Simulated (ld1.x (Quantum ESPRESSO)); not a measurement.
**Before and after: TM semilocal potential for silicon (Si)**

ld1.x (Quantum ESPRESSO) 7.5 input, shortened:

```
&input
   title='Si', zed=14., rel=1, dft='PZ', iswitch=3,
   config='[Ne] 3s2 3p2'
 /
 &inputp
   pseudotype=1, tm=.true., lloc=0,
   nlcc=.true.
 /
2
3P  2  1   2.00   0.00  1.40  1.40  0.0
3S  1  0   2.00   0.00  1.65  1.65  0.0
 &test
   configts(1)='3s2 3p2'
 /
```

Change: wave 3s (bound): rc 1.65 bohr becomes 3s (bound): rc 1.14 bohr.

Cutoffs: the cutoffs (Ry, on a coarse ladder) from which the occupation-weighted sum of valence levels, in a spherical-Bessel basis at the reference potential, stays within 10 and 1 mRy of its value at 400 Ry; they do not see the model core or the augmentation charge, which bear on the density cutoff. Errors are all-electron minus pseudo energies relative to the spin-unpolarised reference configuration.

Question: How do hardness, ghosts and transferability respond?

Answer: The potential gets harder (45 Ry and 60 Ry → 60 Ry and 200 Ry); of the 9 tests that both files solve, the error grows in 6 and shrinks in 2 by more than 15 % and 0.3 meV (median size 3.1 → 4.8 meV); neither file shows a bound ghost. A smaller radius makes the pseudo-wave follow the all-electron one further in, where it bends more sharply, so more plane waves are needed. A semilocal file is local in each channel, so a ghost entry of none says nothing of the separable form that plane-wave codes build from it.

```csv
quantity,base,changed
"cutoff, loose",45 Ry,60 Ry
"cutoff, tight",60 Ry,200 Ry
loose cutoff by channel (10 mRy a level),"p 40 Ry, s 12 Ry","p 40 Ry, s 55 Ry"
bound ghosts,none,none
"error for 3s2 3p1, meV [ΔE 7.83 eV]",+2.6,+4.8
"error for 3s2 3p0, meV [ΔE 23.94 eV]",+12,+34
"error for 3s1 3p0, meV [ΔE 58.09 eV]",+39,+93
"error for 3s2 3p1.5, meV [ΔE 2.96 eV]",+0.5,+0.8
"error for 3s0 3p4, meV [ΔE 13.78 eV]",+9.7,-1.5
"error for 3s1 3p2, meV [ΔE 15.24 eV]",+8.9,+8.8
"error for 3s1 3p3, meV [ΔE 6.81 eV]",+2.0,0.0
"error for 3s2 3p2 (spin-polarised), meV [ΔE -0.61 eV]",+2.4,+3.1
"error for 3s2 3p1 (spin-polarised), meV [ΔE 7.62 eV]",+3.1,+5.7
```
